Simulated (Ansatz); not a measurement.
The cluster Ag2I⁺, relaxed as a singlet with RKS PBE-D4/def2-TZVP in Ansatz, starting from the GFN1-xTB geometry. Force threshold 0.02 eV/Å.

In the def2 sets Ag, I take a core potential; there is no spin–orbit coupling. The relaxation made no stability test and no search for a lower SCF solution. The structure comes from a short search, and lower isomers may exist.

Start:

```csv
atom,x (Å),y (Å),z (Å)
Ag1,1.502,-1.093,-1.279
Ag2,0.524,0.471,0.859
I3,-2.027,0.622,0.420
```

```csv
step,energy (eV),largest force component (eV/Å),SCF passes
1,-16094.9181,0.654,44
2,-16095.1369,0.555,31
3,-16095.4164,0.705,26
4,-16095.7740,0.899,29
5,-16096.1342,0.645,29
6,-16096.2278,0.462,29
7 (rejected),-16096.2027,0.997,29
8,-16096.2573,0.101,21
9,-16096.2658,0.072,20
10,-16096.2792,0.091,19
11 (rejected),-16096.2746,0.401,21
12,-16096.2828,0.103,22
13,-16096.2898,0.037,20
14,-16096.2914,0.019,21
```

Force components are those of the run's own axes.

End:

```xyz
3

Ag    0.554   -1.139   -1.599
Ag    0.609    0.990    1.677
I    -1.163    0.148   -0.078
```

Bonds lost: Ag1–Ag2 (atoms count from 1). Bonds formed: Ag1–I3 (atoms count from 1). The end is the same structure that another start reached.

No frequencies were taken in this run, so the end may be a saddle point.

Run time 9.5 s (4 threads of Intel Xeon Platinum 8488C on a shared host).
